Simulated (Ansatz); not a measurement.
Reaction (hydrogenolysis of a C–F bond): `C=C(F)/C(F)=C/F` + H₂ → `C=C(F)/C=C/F` + H–F

Isolated molecules relaxed with PBE0-D4/def2-TZVP in Ansatz; ΔE leaves out vibrations. CBS: MP2 limit from def2 TZ/QZ plus the TZ coupled-cluster correction, frozen cores. This one scheme is used for every species. Double bonds are as drawn, so ΔE can hold a change between cis and trans. DFT in def2-TZVPP. One conformer a species, not always the lowest.

```
          species  CAM-B3LYP energy (Eh)
`C=C(F)/C(F)=C/F`             -453.73922
               H₂               -1.17158
   `C=C(F)/C=C/F`             -354.48529
              H–F             -100.46747
```

Q: Work out ΔE.

A: ΔE = (-354.48529) + (-100.46747) − (-453.73922) − (-1.17158) = -0.04196 Eh = -110.2 kJ/mol. CCSD(T)/CBS gives -123.8 kJ/mol.

Largest T1 diagnostic among the species: 0.013.

From PBE to PBE0 (25 % exact exchange), in def2-TZVPP and without D4, ΔE moves by −8.1 kJ/mol. Leaving LDA and LC-ωPBE aside and taking each functional with its dispersion term where it has one, the values, not all of them listed here, spread over 19.4 kJ/mol, from PBE-QIDH to BLYP-D4. LDA lies +7.0 kJ/mol from PBE without D4. At CCSD(T), def2-SVP lies +18.4 kJ/mol from the extrapolated value and def2-TZVPP +4.2 kJ/mol.
